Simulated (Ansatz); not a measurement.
Reaction (atomization): `N=C([SiH3])S` → C• + 5 H• + N• + S• + Si•

Isolated molecules relaxed with PBE0-D4/def2-TZVP in Ansatz; ΔE leaves out vibrations. CCSD(T)/CBS is the MP2 limit (def2-TZVPP, def2-QZVPP) plus CCSD(T) − MP2 in def2-TZVPP, frozen cores. This one scheme is used for every species, atoms too. DFT in def2-TZVPP. B3LYP here is the variant with VWN-RPA as its local correlation; programs differ in this. HSE06 is defined as in plane-wave codes. No spin–orbit coupling; open shells (•) take unrestricted orbitals. Spin–orbit coupling would lower the free atoms: a little for C, S, Si. Each species was taken in one conformer, which may not be the lowest.

```
             level  ΔE (kJ/mol)  difference from CCSD(T)/CBS
       LDA (SPW92)       3436.0                        455.7
            PBE-D4       3053.4                         73.1
           BLYP-D4       3004.5                         24.2
          B3LYP-D4       2993.5                         13.2
        r2SCAN0-D4       2924.2                        -56.1
      CAM-B3LYP-D4       2990.0                          9.7
            B2PLYP       2945.3                        -35.0
          PBE-QIDH       2939.7                        -40.6
            r2SCAN       2980.9                          0.6
             HSE06       2967.2                        -13.1
           LC-ωPBE       2942.2                        -38.1
       HF/def2-SVP       2027.0                       -953.3
     CCSD/def2-SVP       2719.1                       -261.2
  CCSD(T)/def2-SVP       2762.4                       -217.9
     HF/def2-TZVPP       2040.3                       -940.0
SCS-MP2/def2-QZVPP       2990.1                          9.8
       CCSD(T)/CBS       2980.3                            0
```

Largest T1 diagnostic among the species: 0.014.

In def2-TZVPP, CCSD(T) changes the Hartree–Fock value by +844.3 kJ/mol (the triples alone add +57.6 kJ/mol) and MP2 by +873.7 kJ/mol; breaking electron pairs costs correlation energy, which Hartree–Fock lacks. From BLYP to BHLYP (50 % exact exchange), in def2-TZVPP and without D4, ΔE moves by −97.6 kJ/mol: exact exchange takes away binding that semilocal exchange gives to molecules.

For atomizations the MP2-based limit and the directly extrapolated one differ by several kJ/mol either way, and by 10 to 25 for some Ge, Se and Sn compounds, so smaller differences from it don't rank the levels.
